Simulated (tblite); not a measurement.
Species: C5H13BSe.
Bonds: B1–C2, C2–C3, C2–C4, C2–C5, C5–Se6, Se6–C7. Hydrogens: H8, H9 on B1; H10, H11, H12 on C3; H13, H14, H15 on C4; H16, H17 on C5; H18, H19, H20 on C7.

Computed with GFN2-xTB (tblite), gas phase: L-BFGS steps from a force-field or distance-geometry start until the largest atomic force falls under 0.01 eV/Å.

Step 31: E = -590.9339 eV
```
atom  x, y, z in Å  |  force x, y, z in eV/Å
B1     -1.9341    0.9702   -0.7312   -0.021  -0.013  -0.007
C2     -0.9284    0.0135    0.0046    0.086   0.033  -0.011
C3     -0.9643   -0.0607    1.5342   -0.002  -0.032  -0.064
C4     -1.5335   -1.2794   -0.6089   -0.011   0.047   0.081
C5      0.5103    0.1790   -0.4499    0.152  -0.020  -0.006
Se6     1.7249   -1.2836    0.1540   -0.049   0.062  -0.072
C7      3.3238   -0.1831    0.0729    0.036  -0.029  -0.005
H8     -3.0139    1.0918   -0.3122   -0.050   0.096   0.049
H9     -1.6432    1.4237   -1.7665   -0.010   0.089  -0.011
H10    -1.9714    0.0623    1.9097   -0.176   0.040   0.031
H11    -0.5933   -1.0228    1.8776    0.080  -0.148  -0.029
H12    -0.3326    0.7040    1.9823   -0.063   0.087  -0.099
H13    -2.3718   -1.6059   -0.0061   -0.112  -0.077   0.035
H14    -0.7768   -2.0667   -0.6189    0.001   0.041  -0.022
H15    -1.8898   -1.1139   -1.6284    0.114  -0.080   0.034
H16     0.9471    1.0927   -0.0445   -0.022   0.018   0.139
H17     0.6120    0.2313   -1.5362   -0.117  -0.137  -0.036
H18     3.3288    0.5108    0.9112    0.027  -0.007  -0.032
H19     4.1773   -0.8501    0.1263    0.089   0.024   0.028
H20     3.3239    0.3525   -0.8730    0.049   0.005  -0.002
```

Step 32: E = -590.9380 eV
```
atom  x, y, z in Å  |  force x, y, z in eV/Å
B1     -1.9249    0.9751   -0.7280   -0.031   0.006   0.006
C2     -0.9297    0.0062    0.0055    0.161   0.071   0.047
C3     -0.9568   -0.0679    1.5338   -0.083  -0.047   0.164
C4     -1.5443   -1.2759   -0.6095   -0.075  -0.112   0.038
C5      0.5100    0.1664   -0.4482    0.216  -0.021   0.011
Se6     1.7286   -1.2933    0.1616   -0.055   0.076  -0.106
C7      3.3147   -0.1773    0.0684    0.176   0.039   0.003
H8     -3.0043    1.1096   -0.3155   -0.074   0.087   0.075
H9     -1.6279    1.4297   -1.7595    0.009   0.100  -0.045
H10    -1.9739    0.0102    1.9161    0.056   0.017  -0.049
H11    -0.5368   -1.0152    1.8855   -0.024   0.052  -0.126
H12    -0.3573    0.7320    1.9775   -0.162  -0.046  -0.148
H13    -2.4121   -1.5819   -0.0298    0.015  -0.032  -0.033
H14    -0.8051   -2.0845   -0.5946   -0.063   0.126  -0.014
H15    -1.8660   -1.1065   -1.6419    0.118  -0.115   0.094
H16     0.9559    1.0755   -0.0365   -0.088  -0.014   0.081
H17     0.6173    0.2151   -1.5349   -0.127  -0.118   0.002
H18     3.3100    0.5311    0.9008    0.033  -0.108  -0.135
H19     4.1809   -0.8343    0.1323   -0.031   0.110   0.027
H20     3.3164    0.3517   -0.8862    0.029  -0.071   0.106
```

Task: Estimate the geometry and energy of step 33. (The exact step hangs on the optimiser's Hessian estimate; all steps are aligned on step 32, rigid shifts and turns removed.)

Result: E = -590.9452 eV, largest force 0.193 eV/Å
```
atom  x, y, z in Å  |  force x, y, z in eV/Å
B1     -1.9303    0.9751   -0.7258   -0.024   0.020   0.014
C2     -0.9337    0.0015    0.0033    0.152   0.097   0.066
C3     -0.9624   -0.0659    1.5324   -0.064  -0.014   0.081
C4     -1.5433   -1.2826   -0.6090   -0.043  -0.083   0.005
C5      0.5075    0.1679   -0.4491    0.169  -0.021   0.024
Se6     1.7313   -1.2870    0.1563   -0.045   0.038  -0.099
C7      3.3240   -0.1792    0.0678    0.183   0.060   0.003
H8     -3.0075    1.1194   -0.3087   -0.056   0.063   0.076
H9     -1.6364    1.4362   -1.7554    0.017   0.084  -0.048
H10    -1.9746    0.0274    1.9142   -0.059   0.004  -0.023
H11    -0.5513   -1.0096    1.8933    0.016  -0.048  -0.115
H12    -0.3588    0.7310    1.9672   -0.090   0.035  -0.095
H13    -2.4051   -1.5997   -0.0316   -0.053  -0.028   0.034
H14    -0.8023   -2.0848   -0.6054    0.028   0.045   0.025
H15    -1.8665   -1.1160   -1.6383    0.068  -0.070   0.000
H16     0.9480    1.0760   -0.0283   -0.087  -0.016   0.023
H17     0.6101    0.2164   -1.5366   -0.098  -0.082   0.023
H18     3.3229    0.5256    0.9033    0.030  -0.105  -0.134
H19     4.1869   -0.8412    0.1311   -0.046   0.103   0.033
H20     3.3362    0.3553   -0.8838    0.001  -0.080   0.107
```

The energy changes by -0.0072 eV. The first-order estimate −F·Δx gives -0.0100 eV and the mean of the old and new forces, exact on a quadratic surface, -0.0072 eV. The step makes an angle of 74° with the force vector and moves no atom by more than 0.020 Å.

The cost below is that of the whole relaxation. On one thread of an Arm Neoverse N1, on a shared host, this took 1.6 s.
